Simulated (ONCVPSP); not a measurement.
# What one change does to a pseudopotential (manganese, ONCV)

manganese (Mn), optimised norm-conserving Vanderbilt (ONCV), made with ONCVPSP 4.0.1 (PBEsol, scalar-relativistic). Core [Ne], reference 3s2 3p6 3d5 4s1 (charge +1). Waves: 3s+4s: rc 1.35 bohr, ncon 4, nbas 8, qcut 10.8 1/bohr, 2 projectors; 3p: rc 1.05 bohr, ncon 4, nbas 7, qcut 15.8 1/bohr, 2 projectors, debl 1.3 Ha; 3d: rc 1.25 bohr, ncon 5, nbas 10, qcut 10.3 1/bohr, 2 projectors, debl 2.4 Ha. Local part: polynomial inside 0.65 bohr (lpopt 5, dvloc0 -1 Ha). Core correction: Teter function, fcfact 4.25, rcfact 1.75.

In the p channel the program set the typed energies aside and used -2.305, 0.250 Ha.

Change: p: qcut 11.7.

Cutoffs: the cutoffs (Ha) at which the residual kinetic energy of the hardest occupied pseudo-wave falls to 1 and 0.1 mHa per electron; they do not see the model core or the augmentation charge, which bear on the density cutoff. Errors are all-electron minus pseudo energies relative to the spin-unpolarised reference configuration.

What does the change do?

The potential gets neither clearly harder nor softer (60 Ha and 203 Ha → 53 Ha and 203 Ha); the d channel sets the loose cutoff, while the largest relative change is in p, which becomes softer; the errors of the 4 common tests hardly move; neither file shows a bound ghost.

```csv
quantity,base,changed
"cutoff, loose",60 Ha,53 Ha
"cutoff, tight",203 Ha,203 Ha
loose cutoff by channel,"s 35 Ha, p 60 Ha, d 53 Ha","s 35 Ha, p 30 Ha, d 53 Ha"
bound ghosts,none,none
GHOST(+) flags under 300 eV,none,none
"error for 3s2 3p6 3d5 4s2, meV [ΔE -8.43 eV]",+1.1,+1.1
"error for 3s2 3p6 3d5 4s0, meV [ΔE 15.51 eV]",-0.4,-0.4
"error for 3s2 3p6 3d4 4s0, meV [ΔE 47.99 eV]",+8.7,+9.0
"error for 3s2 3p6 3d3 4s0, meV [ΔE 98.71 eV]",+109,+111
s: phases at 1.37 bohr within 0.05 rad from the reference energy up to (Ha; the scan ends near 5),to the end of the scan,to the end of the scan
p: phases at 1.06 bohr within 0.05 rad from the reference energy up to (Ha; the scan ends near 5),to the end of the scan,to the end of the scan
d: phases at 1.27 bohr within 0.05 rad from the reference energy up to (Ha; the scan ends near 5),to the end of the scan,to the end of the scan
"rms error of d²Exc/dni dnj with the model core, mHa",2.55,2.56
```
